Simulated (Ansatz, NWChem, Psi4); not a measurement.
# Calibrating CAM-B3LYP/def2-TZVPP on O-containing molecules

The vertical ionisation energy (cation less neutral) in eV of 8 O-containing molecules: x at CAM-B3LYP/def2-TZVPP, y at CCSD(T)/def2-TZVPP. Shapes, held fixed at every level: PBE0-D4/def2-TZVP. Flexible molecules stand in one conformer, not always the lowest. Programs: Ansatz 0.2.0, NWChem 7.3.0, Psi4 1.11. A level may come from different programs for different species; with the same settings they agree closely.

```
                molecule  x (eV)  y (eV)
    SrO (SMILES [O][Sr])    6.44    6.27
   HOI (hypoiodous acid)    9.95    9.79
    H3NO (hydroxylamine)   10.61   10.54
H2O2 (hydrogen peroxide)   11.62       ?
 SeO2 (selenium dioxide)   11.94   12.23
    SO2 (sulfur dioxide)   12.56   13.47
  CHFO (formyl fluoride)   12.64   12.57
 NOF (nitrosyl fluoride)   13.14   12.87
```

Task: Fit y = c + s·x to the known rows and predict y for H2O2.

Result: 
1. Means of the 7 rows: x = 11.0400, y = 11.106.
2. Σ(Δx)² = 32.623, Σ(Δx·Δy) = 34.575, so the slope is 34.575/32.623 = 1.0598.
3. Intercept: 11.106 − (1.0598) × 11.0400 = -0.594. The largest residual of the fit is 0.75.
4. H2O2: -0.594 + 1.0598 × 11.62 = 11.72 eV.

CCSD(T)/def2-TZVPP gives 11.50 eV, so the prediction is off by +0.22 eV, within the largest residual. Uncorrected, CAM-B3LYP/def2-TZVPP misses it by +0.12 eV, and the other rows by 0.28 on average. The line makes this one worse. Left out in turn, the other rows are missed by 0.37 eV on average, worse than no correction. Cations run unrestricted. T1 is large for SrO (0.038), SeO2 (0.022), so single-reference values are less sure there. For atoms past krypton def2 sets carry core potentials with scalar relativity. Relativity is left out for Se. Outer-core shells of I, Se, Sr are correlated, in sets that cover them unevenly.
